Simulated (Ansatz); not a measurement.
# Two structures, one formula

The two ends of one reaction step of TiH3Cl3O, singlet (PBE0-D4/def2-TZVP).

A:

Ti1  (-0.161, 0.187, -0.739)
O2  (0.133, -0.048, 1.437)
Cl3  (0.279, -0.012, -2.860)
Cl4  (-1.620, -1.470, -0.390)
Cl5  (-0.763, 2.265, -0.465)
H6  (1.041, -0.150, 1.737)
H7  (1.482, 0.011, -0.498)
H8  (-0.391, -0.783, 1.779)
(Å)

B:

Ti1  (-0.920, -0.073, -0.394)
O2  (-0.384, -0.632, 1.170)
Cl3  (0.347, -0.930, -1.949)
Cl4  (-2.962, -0.759, -0.719)
Cl5  (-0.843, 2.104, -0.460)
H6  (2.459, 1.019, 0.594)
H7  (2.647, 0.640, -0.021)
H8  (-0.343, -1.370, 1.779)
(Å)

Program: Ansatz 0.2.0. Basis: def2-TZVPP. Cores are frozen in the correlated methods. B3LYP uses VWN-RPA correlation.

(1) Which structure is lower at CCSD(T), and by how much? (To be estimated.)

T1 diagnostic: at most 0.024. The restricted Hartree–Fock reference is unstable towards an unrestricted one at one or more of these structures.

Answers

(1) By the calculation: B, by 21.27 kcal/mol (electronic energy, against the other). By their contacts, A is TiH₃Cl₃O ([OH2][TiH]([Cl])([Cl])[Cl]) and B is a complex of TiHCl₃O ([OH][Ti]([Cl])([Cl])[Cl]) + H₂.

All methods give the same order:

```csv
method,E(B) − E(A) (kcal/mol)
SPW92,-17.98
PBE-D4,-23.82
BLYP-D4,-26.12
r2SCAN-D4,-23.75
B97M-V,-20.50
PBE0-D4,-20.72
B3LYP-D4,-23.29
r2SCAN0-D4,-20.69
BHLYP-D4,-19.86
CAM-B3LYP-D4,-21.44
wB97X-V,-21.00
wB97M-V,-19.39
B2PLYP,-24.19
PBE-QIDH,-20.91
RPA on PBE,-21.42
HF,-20.18
MP2,-23.72
CCSD,-18.73
CCSD(T),-21.27
```

Labels in which every atom is bracketed show which atoms are joined, not bond orders.

For scale, one of the runs: CCSD(T)/def2-TZVPP, 263 basis functions, launched by `ansatz run in.yaml --threads 8 --pin off --events-out ev --progress --plain --max-ram 19148MiB`. Hardware: 8 CPU threads of an Arm Neoverse V2, shared host. Wall time 3.1 min; peak host memory 6.3 GiB.
